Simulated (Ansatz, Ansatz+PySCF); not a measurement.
```xyz
10

C    -0.0015   -0.0449   -0.7394
C     0.0300   -0.0285    0.7588
C    -0.0154    1.1193   -1.4307
C     0.0322   -1.0835    1.5009
H    -0.0017   -0.9441   -1.2572
H    -0.0422    0.9861    1.1942
H    -0.0270    1.0595   -2.6108
H    -0.0049    2.1502   -0.9932
H    -0.0278   -1.1014    2.5454
H     0.0175   -2.0878    0.9793
```

Basis set: def2-SVP (spherical functions). Correlated methods keep 4 orbitals frozen. Charge 0, multiplicity 1.

Computed with Ansatz (development build ahead of 0.2.0); each method stands on the lowest determinant of its kind that the runs found. Restricted open shells among the atoms or ions are ROHF, correlated in semicanonical orbitals with singles. Restricted functionals stand beside restricted open-shell atoms, which can lie above the unrestricted atoms usual in DFT and then raise those values.

The atomization energy at this shape (free ground-state atoms in the same class of orbitals less the molecule, no zero-point energy) of singlet C4H6:

| method | atomization energy |
| --- | --- |
| ωB97X (restricted) | 43.88 eV |
| ωB97X (unrestricted) | 43.60 eV |
| r²SCAN (restricted) | 44.14 eV |
| r²SCAN (unrestricted) | 43.83 eV |
| PBE0 (restricted) | 44.26 eV |
| PBE0 (unrestricted) | 44.08 eV |
| PBE (unrestricted) | 44.78 eV |
| PBE (restricted) | 44.91 eV |
| RHF-CCSD(T) | 41.85 eV |
| RHF-MP2 | 42.20 eV |
| UHF | 33.16 eV |
| RHF | 33.55 eV |

What does UHF-MP2 give?

41.72 eV. Caution: the shape is not the minimum. Caution for UHF-MP2: another reference gives a lower total. Caution for UHF-MP2, UHF: the unrestricted determinant is spin contaminated.
